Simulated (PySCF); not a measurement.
Vertical excitations of a molecule C3H7AlO from TDDFT-ωB97X/def2-SVPD (PySCF), as energy in eV (oscillator strength): 5.70 (0.000), 6.59 (0.010), 6.64 (0.369), 7.15 (0.000), 7.39 (0.005), 7.50 (0.001), 7.53 (0.016), 7.89 (0.105), 8.01 (0.140), 8.29 (0.047). Lowest triplet (TDA): 4.20 eV. The structure is a stationary point at ωB97X-D3(BJ)/def2-SVP. Other conformers were not sampled.

Task: Pick the molecule that these values belong to.
A. C=[CH][Al]([CH3])[OH]
B. C=[CH][AlH][O]C
C. C=C[CH2][AlH][OH]

Result: B, C=[CH][AlH][O]C
